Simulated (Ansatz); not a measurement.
```xyz
3

C     0.0019   -0.0058   -0.1717
H     0.0031    0.8537    0.5341
H    -0.0072   -0.8554    0.5365
```

Basis set: cc-pVDZ (spherical functions). Correlated methods keep 1 orbital frozen. Charge 0, multiplicity 1.

Computed with Ansatz (development build ahead of 0.2.0); each method stands on the lowest determinant of its kind that the runs found. Restricted open shells among the atoms or ions are ROHF, correlated in semicanonical orbitals with singles.

The atomization energy at this shape (free ground-state atoms in the same class of orbitals less the molecule, no zero-point energy) of singlet CH₂:

```tsv
method	atomization energy
RHF-MP2	668.8 kJ/mol
```

(1) What does RHF give?

Results:

(1) 525.1 kJ/mol. Caution: another spin multiplicity may lie lower; in another basis set an unrestricted determinant lies well below.
